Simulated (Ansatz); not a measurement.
`C#[C][Hf]([Cl])([Cl])[C]#C`, relaxed with RKS PBE0-D4/def2-TZVP in the Gaussian-basis code of Ansatz from a GFN2-xTB geometry. The force threshold is 0.005 eV/Å; the program also tests the step.

Charge 0, multiplicity 1. Hf: def2 effective core potential.

Start:

```xyz
9

C     1.778    2.481   -0.309
C     1.084    1.588    0.116
Hf   -0.196   -0.085    0.843
Cl   -1.996    0.809    2.036
Cl    0.995   -1.297    2.448
C    -0.972   -1.513   -0.682
C    -1.363   -2.284   -1.526
H     2.382    3.269   -0.672
H    -1.712   -2.968   -2.253
```

(1) How much energy does the relaxation release, and in how many steps? (Best estimate.)

(2) Which bonds change most? (An estimate is asked.)

(3) Give the relaxed structure. (Best estimate.)

Answers

(1) Computed: 12.98 kJ/mol, in 8 steps, 1 of them rejected.

(2) The calculation gave: C2–Hf3 from 2.228 to 2.157 Å; Hf3–C6 from 2.228 to 2.157 Å; Hf3–Cl5 from 2.338 to 2.325 Å; Hf3–Cl4 from 2.337 to 2.325 Å.

(3) The calculation gave: 
```xyz
9

C     1.675    2.322   -0.379
C     0.993    1.450    0.124
Hf   -0.221   -0.107    0.991
Cl   -2.072    0.850    2.023
Cl    1.067   -1.338    2.486
C    -0.886   -1.399   -0.603
C    -1.254   -2.117   -1.511
H     2.273    3.087   -0.821
H    -1.576   -2.748   -2.310
```
